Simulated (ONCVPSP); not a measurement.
**Potentials for carbon (C) compared**

Generated with ld1.x 7.5 (TM, RRKJ, ultrasoft, PAW), atompaw 4.2 or ONCVPSP 4.0.1. The cutoff is in Ry: for ld1.x and atompaw files where the sum of valence levels is converged to 10 mRy in a Bessel basis, for ONCV files where the hardest occupied wave has 1 mHa per electron of residual kinetic energy. The error is the largest all-electron minus pseudo excitation energy over each file’s own four to seven test configurations (ionisations up to +4, promotions, holes and added fractions of an electron), all of which were solved. The labels leave out finer settings (local radius, basis sizes, second energies), which also bear on the numbers. Spin-polarised tests are not counted. The rows are a selection from randomly drawn settings: files with unsolved tests, undetermined cutoffs or missed reference levels are left out.

A true bound ghost makes a file unfit for plane-wave use even where its test errors are small: the radial tests pick states by their node count and pass the ghost by.

```tsv
potential	cutoff (Ry)	largest error (meV)	bound ghosts
ONCV, PBEsol, scalar-relativistic, rc 0.95/2.95 (sp), local smoothed, core correction yes, reference 2s1 2p3, qcut 6.9/5.4, projectors 3/2	39	+1352	s
ONCV, PBE, scalar-relativistic, rc 1.15/2.90/2.50 (spd), local smoothed, core correction yes, reference 2s2 2p1, qcut 7.2/4.4/3.9, projectors 1/2/2	40	+1102	none
ONCV, LDA (Perdew-Zunger), non-relativistic, rc 1.35/1.70/1.75 (spd), local smoothed, core correction yes, reference 2s1 2p3, qcut 5.8/8/6.4, projectors 3/2/2	39	+214	none
ONCV, PBEsol, scalar-relativistic, rc 1.15/1.45/1.15 (spd), local d, core correction yes, reference 2s2 2p1, qcut 7.3/6/9.1, projectors 2/2/0	40	+184	none
ONCV, revPBE, scalar-relativistic, rc 0.90/1.60 (sp), local s, core correction yes, reference 2s1.5 2p2.5, qcut 6.9/5.3, projectors 0/1	39	+321	none
ONCV, PBE, scalar-relativistic, rc 0.85/0.75/0.90 (spd), local p, core correction yes, reference 2s2, qcut 8.8/13.1/12, projectors 2/0/2	360	+66	s
ONCV, LDA (Perdew-Wang 92), scalar-relativistic, rc 1.15/3.15/2.85 (spd), local smoothed, core correction no, reference 2s2 2p2, qcut 5.4/3.5/3, projectors 2/2/2	56	+4054	none
```

(1) Fill in the row for C: ONCV, Wu-Cohen, scalar-relativistic, rc 1.00/2.55/2.10 (spd), local s, core correction no, reference 2s1.75 2p2.25, qcut 6.5/4.4/4, projectors 0/1/2.

Results:

(1) cutoff 39 Ry, largest error +1932 meV, bound ghosts: none.
